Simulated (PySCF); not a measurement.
## Relaxation of singlet BeCl₂

Method: PBE0 in PySCF with Be def2-TZVP, Cl def2-TZVP; no relativity; density-fitted integrals. A (50,194) grid was used.

A hand-made bent start, of C2v symmetry, held to at least that symmetry:

```xyz
3
charge 0 multiplicity 1, angstrom
Be    0.0000    0.0000   -1.0213
Cl    1.6465    0.0000    0.1316
Cl   -1.6465    0.0000    0.1316
```

At each step, columns x, y, z (Å) and Fx, Fy, Fz (eV/Å):

```
step 0  E − E(last) = 161.85 kJ/mol
Be   0.000   0.000  -1.021   0.000   0.000   4.229
Cl   1.647   0.000   0.132  -1.262   0.000  -2.114
Cl  -1.647   0.000   0.132   1.262   0.000  -2.114
step 1  E − E(last) = 74.15 kJ/mol
Be   0.000   0.000  -0.825   0.000   0.000   2.519
Cl   1.688   0.000   0.033  -0.762   0.000  -1.260
Cl  -1.688   0.000   0.033   0.762   0.000  -1.260
step 2  E − E(last) = 26.40 kJ/mol
Be   0.000   0.000  -0.617   0.000   0.000   0.832
Cl   1.710   0.000  -0.070   0.399   0.000  -0.416
Cl  -1.710   0.000  -0.070  -0.399   0.000  -0.416
step 3  E − E(last) = 7.77 kJ/mol
Be   0.000   0.000  -0.445   0.000   0.000   0.615
Cl   1.805   0.000  -0.157  -0.439   0.000  -0.307
Cl  -1.805   0.000  -0.157   0.439   0.000  -0.307
step 4  E − E(last) = 2.24 kJ/mol
Be   0.000   0.000  -0.333   0.000   0.000   0.250
Cl   1.822   0.000  -0.213  -0.464   0.000  -0.125
Cl  -1.822   0.000  -0.213   0.464   0.000  -0.125
step 5  E − E(last) = 0.18 kJ/mol
Be   0.000   0.000  -0.284   0.000   0.000   0.080
Cl   1.802   0.000  -0.237  -0.025   0.000  -0.040
Cl  -1.802   0.000  -0.237   0.025   0.000  -0.040
step 6  E − E(last) = 0.01 kJ/mol
Be   0.000   0.000  -0.254   0.000   0.000   0.004
Cl   1.803   0.000  -0.252  -0.036   0.000  -0.002
Cl  -1.803   0.000  -0.252   0.036   0.000  -0.002
step 7  E − E(last) = 0.00 kJ/mol
Be   0.000   0.000  -0.253   0.000   0.000   0.001
Cl   1.801   0.000  -0.253   0.004   0.000   0.000
Cl  -1.801   0.000  -0.253  -0.004   0.000   0.000
```

It ends at D∞h with Be–Cl 1.801 Å (×2); Cl–Be–Cl 180.0°. No frequency check is given, so it may be a saddle point. Other isomers or separated fragments may lie lower.

The relaxation took of the order of 13 core-seconds on a shared host.
